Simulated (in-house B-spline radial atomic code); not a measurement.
A run on Fe that did not converge. Method: scalar-relativistic (X2C) B3LYP, spin-polarised, spherical fractional occupations, Fermi nucleus of rms radius 3.7377 fm; computed with a B-spline radial code for spherical atoms.

Command:
```bash
python run_scf.py task.json out
```
Settings (nuclear radius in fm, mass in u):
```
Z                26
configuration    [Ne] 3s2 3p5.625 3d6 4s2 4f0.375
hamiltonian      x2c
method           b3lyp
spin_polarised   True
nucleus          fermi
rms_radius       3.7377
atomic_mass      55.93494
speed_of_light   137.035999084
```

First and last ten iterations of the last attempt (damped for 15 steps, keeping 80 % of the old Fock matrix, then DIIS):
```
 iter        energy (Eh)    residual
    1       -1256.835185    4.18e-01
    2       -1262.177333    5.33e-01
    3       -1266.634470    3.72e-01
    4       -1269.173891    2.44e-01
    5       -1270.539761    1.52e-01
    6       -1271.236926    9.99e-02
    7       -1271.538220    6.95e-02
    8       -1271.666431    4.81e-02
    9       -1271.721853    3.63e-02
   10       -1271.746263    2.74e-02
  111       -1271.771144    3.97e-06
  112       -1271.771144    5.42e-06
  113       -1271.771144    5.46e-06
  114       -1271.771144    6.97e-06
  115       -1271.771144    1.32e-05
  116       -1271.771144    9.46e-06
  117       -1271.771143    3.64e-06
  118       -1271.771143    5.28e-06
  119       -1271.771143    3.88e-06
  120       -1271.771143    3.67e-06
 not converged after 120 iterations
```

The smallest residual met was 3.3e-06; the threshold is about 3e-07. Over the last five steps the energy moves by less than 2e-06 hartree, but the orbitals didn't meet the threshold. Time taken, with all properties: 5.8 s on 1 thread of Arm Neoverse V2, on a shared host.
